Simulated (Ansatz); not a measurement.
Geometry optimisation, RKS r2SCAN-D4/def2-SVP (Ansatz 0.2.0).

Input file:

```yaml
crystal:
  periodic: [false, false, false]
  atoms:
    - { symbol: O, position_ang: [1.4394, 2.0122, -1.4659] }
    - { symbol: P, position_ang: [-0.0458, 1.4554, -1.0135] }
    - { symbol: Si, position_ang: [0.5736, -0.4831, -0.1041] }
    - { symbol: Si, position_ang: [-1.1054, -1.4685, 0.969] }
    - { symbol: H, position_ang: [1.287, 2.8779, -2.0155] }
    - { symbol: H, position_ang: [-0.2023, 2.1937, 0.1957] }
    - { symbol: H, position_ang: [1.7235, -0.1973, 0.8872] }
    - { symbol: H, position_ang: [1.1725, -1.3489, -1.1753] }
    - { symbol: H, position_ang: [-1.63312, -0.61574, 2.10034] }
    - { symbol: H, position_ang: [-0.68845, -2.76268, 1.6713] }
    - { symbol: H, position_ang: [-2.2881, -1.8228, 0.13863] }
basis:
  gaussian: { orbitals: def2-SVP }
hamiltonian:
  xc: r2scan
  dispersion: d4
relax:
  f_tol: 0.015
  max_steps: 40
```

Command:

```bash
$ ansatz run input.yaml --threads 2 --pin off --max-ram 3072MiB --backend cpu --events-out ev --progress --plain --runs-dir out
```

Where does it end, and by what steps?

The forces met the threshold. After 6 steps the energy has fallen by 0.398 eV; H5 moved furthest, 0.38 Å.

| step | energy less start (eV) | largest force component (eV/Å) | accepted |
| --- | --- | --- | --- |
| 0 | 0.0000 | 2.674 | yes |
| 1 | -0.2818 | 1.677 | yes |
| 2 | -0.3450 | 1.368 | yes |
| 3 | -0.3862 | 0.166 | yes |
| 4 | -0.2536 | 0.712 | no |
| 5 | -0.3980 | 0.031 | yes |
| 6 | -0.3984 | 0.013 | yes |

```xyz
11
Properties=species:S:1:pos:R:3
O 1.401 2.233 -1.331
P -0.088 1.516 -0.969
Si 0.661 -0.443 -0.082
Si -1.133 -1.482 1.022
H 1.350 2.571 -2.235
H -0.305 2.089 0.328
H 1.801 -0.213 0.861
H 1.141 -1.313 -1.200
H -1.653 -0.589 2.103
H -0.701 -2.775 1.635
H -2.241 -1.754 0.056
```

Whether the end is a true minimum wasn't checked by a vibrational analysis.

Time of the run: 14 s on 2 threads of Intel(R) Xeon(R) Platinum 8488C (Sapphire Rapids) (shared host), peak memory 0.18 GiB.
